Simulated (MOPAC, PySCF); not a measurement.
[Ta(Cl)3(OH)2], neutral singlet in the gas phase. 

Cartesian coordinates (Å):
```xyz
8

Ta    -0.0980    -0.2090    -0.0752
Cl     1.8383    -0.1066     1.3147
Cl     0.2028    -2.4854    -0.4075
Cl     0.8750     1.2585    -1.5883
O     -1.0309     0.4413     1.4743
H     -0.4738     0.5900     2.2662
O     -1.7661    -0.1758    -0.9464
H     -2.7120    -0.0182    -1.0994
```
Charge 0, multiplicity 1.

All levels are single points at this geometry (BP86-D3(BJ)/def2-SVP); Pople sets use spherical d functions. Orbital energies aren't observables, and empty levels follow the basis.

B3LYP/6-31G* (LANL2DZ on Ta) in PySCF gives dipole (D) = 3.53.

### Question
Estimate the dipole (D) from each of these levels: B3LYP-D3(BJ)/def2-TZVP in PySCF; PBE-D3(BJ)/def2-TZVP in PySCF; TPSSh-D3(BJ)/def2-TZVP in PySCF; B3LYP/6-311+G** (LANL2DZ on Ta) in PySCF; B3LYP/LANL2DZ in PySCF; BP86/6-31G* (LANL2DZ on Ta) in PySCF; M06-2X/6-31G* (LANL2DZ on Ta) in PySCF; PBE/6-31G* (LANL2DZ on Ta) in PySCF; SVWN5/6-31G* (LANL2DZ on Ta) in PySCF; HF/6-31G* (LANL2DZ on Ta) in PySCF; PM6 in MOPAC; PM7 in MOPAC.

### Answer

| level | dipole (D) |
|---|---|
| B3LYP-D3(BJ)/def2-TZVP in PySCF | 2.88 |
| PBE-D3(BJ)/def2-TZVP in PySCF | 2.94 |
| TPSSh-D3(BJ)/def2-TZVP in PySCF | 3.00 |
| B3LYP/6-311+G** (LANL2DZ on Ta) in PySCF | 2.86 |
| B3LYP/LANL2DZ in PySCF | 3.66 |
| BP86/6-31G* (LANL2DZ on Ta) in PySCF | 3.58 |
| M06-2X/6-31G* (LANL2DZ on Ta) in PySCF | 3.57 |
| PBE/6-31G* (LANL2DZ on Ta) in PySCF | 3.58 |
| SVWN5/6-31G* (LANL2DZ on Ta) in PySCF | 3.53 |
| HF/6-31G* (LANL2DZ on Ta) in PySCF | 3.53 |
| PM6 in MOPAC | 4.22 |
| PM7 in MOPAC | 3.36 |
